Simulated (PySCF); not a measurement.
Job file and geometry (Å, from GFN2-xTB) of an NMR shielding run on `[BH3-][N+]#CCSCC`, C4H10BNS, GIAO PBE0/pcSseg-1 NMR shielding, non-relativistic, gas phase in PySCF 2.14.0, density-fitted response routines; density fitting, a coarse starting grid and PySCF grid level 2 are the driver's defaults:

```
$ OMP_NUM_THREADS=1 python probes_run.py task.json out

{"job": {"kind": "nmr", "xc": "PBE0", "basis": "pcSseg-1"}, "charge": 0, "multiplicity": 1}
B     -2.690385     1.319243     0.210150
N     -1.840239     0.150039     0.018913
C     -1.160580    -0.762826    -0.163607
C     -0.261787    -1.857545    -0.334214
S      1.158968    -1.755772     0.841770
C      2.199557    -0.496789     0.029215
C      1.683928     0.919414     0.194173
H     -3.428032     1.050878     1.105394
H     -1.942871     2.213965     0.466366
H     -3.255126     1.479591    -0.828519
H     -0.758799    -2.801329    -0.101940
H      0.138583    -1.888136    -1.350001
H      2.297151    -0.774373    -1.021098
H      3.168478    -0.614612     0.514613
H      0.747377     1.066287    -0.338314
H      2.417180     1.620874    -0.199304
H      1.519598     1.143121     1.245415
```

Task: Write the output of this run.

Result: 
```
coarse grid: 14320 points
cycle   1  E = -635.5829794812  dE =  7.817e-01  |g| = 5.302e-01  |ddm| = 3.579e+00
cycle   2  E = -635.3702762698  dE =  2.127e-01  |g| = 1.091e+00  |ddm| = 1.384e+00
cycle   3  E = -635.6669850939  dE = -2.967e-01  |g| = 1.584e-01  |ddm| = 8.500e-01
cycle   4  E = -635.6722112051  dE = -5.226e-03  |g| = 5.623e-02  |ddm| = 1.390e-01
cycle   5  E = -635.6728292762  dE = -6.181e-04  |g| = 1.320e-02  |ddm| = 4.181e-02
cycle   6  E = -635.6728783000  dE = -4.902e-05  |g| = 3.187e-03  |ddm| = 1.603e-02
cycle   7  E = -635.6728806988  dE = -2.399e-06  |g| = 9.233e-04  |ddm| = 4.010e-03
final grid: 132504 points
cycle   8  E = -635.7145007567  dE = -3.594e-05  |g| = 9.499e-03  |ddm| = 3.355e-02
cycle   9  E = -635.7144877360  dE =  1.302e-05  |g| = 1.195e-02  |ddm| = 1.875e-02
cycle  10  E = -635.7145236362  dE = -3.590e-05  |g| = 1.237e-03  |ddm| = 1.138e-02
cycle  11  E = -635.7145239065  dE = -2.703e-07  |g| = 5.992e-04  |ddm| = 1.081e-03
cycle  12  E = -635.7145239832  dE = -7.667e-08  |g| = 1.183e-04  |ddm| = 4.915e-04
cycle  13  E = -635.7145239865  dE = -3.285e-09  |g| = 3.159e-05  |ddm| = 1.212e-04
cycle  14  E = -635.7145239867  dE = -2.397e-10  |g| = 7.006e-06  |ddm| = 3.387e-05
converged SCF energy = -635.7145239867

GIAO shielding tensors (ppm)
atom      isotropic    diamagn.    paramagn.     s11        s22        s33       span
  0 B      144.026     193.857     -49.831    132.695    132.790    166.594     33.899
  1 N       24.974     329.027    -304.052   -117.958    -99.651    292.533    410.491
  2 C       72.938     270.341    -197.403    -26.427    -12.623    257.862    284.289
  3 C      163.527     249.857     -86.330    153.590    159.403    177.589     23.999
  4 S      435.929    1055.829    -619.900    324.364    368.769    614.652    290.288
  5 C      148.224     250.894    -102.670    136.453    139.122    169.098     32.645
  6 C      167.584     250.147     -82.563    148.476    169.994    184.281     35.805
  7 H       29.886      29.346       0.539     26.539     28.797     34.321      7.782
  8 H       29.902      31.197      -1.295     26.381     29.633     33.691      7.310
  9 H       29.832      29.488       0.345     26.455     28.797     34.246      7.790
 10 H       28.221      27.167       1.053     22.000     26.862     35.800     13.800
 11 H       28.547      29.434      -0.887     23.415     27.510     34.717     11.301
 12 H       29.109      30.825      -1.717     24.051     28.299     34.976     10.925
 13 H       28.992      29.266      -0.274     22.970     27.648     36.357     13.387
 14 H       29.912      33.877      -3.965     24.954     29.676     35.106     10.152
 15 H       30.142      29.714       0.428     25.179     27.269     37.979     12.799
 16 H       30.193      31.298      -1.105     27.101     27.977     35.500      8.399
```

Size and cost of the density-fitted run: 176 basis functions, 48 s wall time on 1 thread of an Arm Neoverse N1, shared host; peak memory 0.8 GiB.
